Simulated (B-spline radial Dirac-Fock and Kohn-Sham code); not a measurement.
**Pr 2s: cross section and angular parameters**

System: atomic praseodymium, 1s2 2s2 2p6 3s2 3p6 3d10 4s2 4p6 4d10 4f3 5s2 5p6 6s2; threshold 6835.0 eV (tabulated edge). The computed values come from a radial finite-basis atomic code: Dirac-Hartree-Slater photoionisation with a Latter tail; cross sections with all multipoles, angular parameters from the dipole term and its interference with E2.

```tsv
hν (eV)	σ (kb)	β	γ
7900	14.4	1.982	0.359
8047.8	14.0	1.982	0.289
8360	13.1	1.982	0.172
11200	7.60	1.984	-0.101
12700	?	?	?
15000	4.26	1.984	0.152
```

**Question.** Give the values at 12700 eV.

**Answer.** σ = 5.95 kb, β = 1.984, γ = -0.033. For an s subshell δ is negligible.
